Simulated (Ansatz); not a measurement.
# Reading a saddle point

A first-order saddle point of BNH$_{6}$O$_{3}$, singlet, PBE0-D4/def2-TZVP, with one imaginary mode of 1200i cm⁻¹:

```xyz
11
angstrom
B -0.2470 0.1856 -0.2443
N 1.2974 -0.0334 -0.0414
O -0.7177 -0.5598 -1.3338
O -0.7652 1.4804 -0.0901
H 0.6625 -0.6736 0.9461
O -0.4861 -0.6630 1.1972
H 1.8387 0.7964 0.1536
H 1.7382 -0.5697 -0.7755
H -1.5473 -0.1949 -1.6467
H -0.8576 1.7339 0.8285
H -0.9159 -1.5021 1.0064
```

Program: Ansatz 0.2.0. Basis: def2-TZVPP and def2-QZVPP. Cores are frozen in the correlated methods. Extrapolation: Hartree–Fock as exp(−7.88 √X), correlation as X^−2.97.

Q: Which contacts change along the imaginary mode, and what lies on either side? (A judgement: the text doesn't fix the answer.)

A: By the calculation: The step is BNH₄O₂ ([NH2][B]([OH])[OH]) + H₂O → BH₃O₃ ([OH][B]([OH])[OH]) + NH₃ (still joined by a long B–N bond), with the molecules in contact on both sides. Shortening one way: B1–O6, N2–H5; lengthening the same way: B1–N2, H5–O6.
```csv
pair,one side (Å),saddle (Å),other side (Å)
B1–O6,3.20,1.69,1.43
N2–H5,2.17,1.34,1.01
B1–N2,1.43,1.57,1.72
H5–O6,0.97,1.18,2.59
```

Q: Which side is lower, and how far does the saddle lie above each? (To be estimated.)

A: The calculation gives: The side with B1–O6, N2–H5 short is lower by 2.42 kcal/mol; the saddle lies 30.40 kcal/mol above it and 27.97 kcal/mol above the other (CCSD(T) at an estimated basis limit (MP2 extrapolated from triple and quadruple zeta, plus CCSD(T) − MP2 in triple zeta); electronic energies).

T1 diagnostic: at most 0.012.

The step is the kind of ligand exchange by which a precursor binds to a hydroxyl group, or is hydrolysed, in atomic layer deposition of oxides.

Labels in which every atom is bracketed show which atoms are joined, not bond orders.

For scale, one of the runs: CCSD(T)/def2-TZVPP, 239 basis functions, launched by `ansatz run in.yaml --threads 4 --pin off --events-out ev --progress --plain --max-ram 9574MiB`. Hardware: 4 CPU threads of an Intel Xeon, shared host. Wall time 3.3 min; peak host memory 5 GiB.
